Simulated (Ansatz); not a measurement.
The lowest singlet and triplet of Cl2Ge (SMILES [Cl][Ge][Cl]); geometries from B3LYP-D3(BJ)/def2-TZVP, each state relaxed from the structure named, with no frequency check.
Singlet (charge 0, multiplicity 1):
| atom | x (Å) | y (Å) | z (Å) |
|---|---|---|---|
| Cl | -1.6938 | -0.6851 | 0.0000 |
| Ge | -0.0005 | 0.7267 | 0.0000 |
| Cl | 1.6948 | -0.6828 | 0.0000 |

A positive gap puts the triplet lower; no zero-point energy. R- takes a restricted singlet. U- takes an unrestricted singlet (broken symmetry where lower, unprojected). The triplet is unrestricted in single-reference levels. Active spaces average the two states.

Cores are frozen in the correlated methods. Filled d and f shells under p-block atoms count as core.

The values were computed with Ansatz (Gaussian basis) for Hartree–Fock, density functionals and correlated methods. Each number belongs to the level named beside it.

```csv
level,"gap E(singlet) − E(triplet), vertical, at the singlet's geometry (kJ/mol)"
R-HF/def2-QZVPP,-204.4
R-SVWN5/def2-TZVPP,-283.7
U-wB97M-V/def2-TZVPP,-281.1
U-MP2/def2-SVP,-254.5
U-MP2/def2-TZVPP,-262.7
"SA-CASSCF(2,2)/def2-TZVPP",___
"FIC-NEVPT4(SD) on SA-CASSCF(2,2)/def2-SVP",-261.6
"FIC-MRCISD+Q on SA-CASSCF(2,2)/def2-SVP",-260.4
"FIC-MRCISD+Q on SA-CASSCF(2,2)/def2-QZVPP",___
```

**Question.** Some entries are withheld; supply them.

**Answer.** 
- SA-CASSCF(2,2)/def2-TZVPP, gap E(singlet) − E(triplet), vertical, at the singlet's geometry (kJ/mol): -244.4
- FIC-MRCISD+Q on SA-CASSCF(2,2)/def2-QZVPP, gap E(singlet) − E(triplet), vertical, at the singlet's geometry (kJ/mol): -269.1

Ansatz is an electronic-structure program.
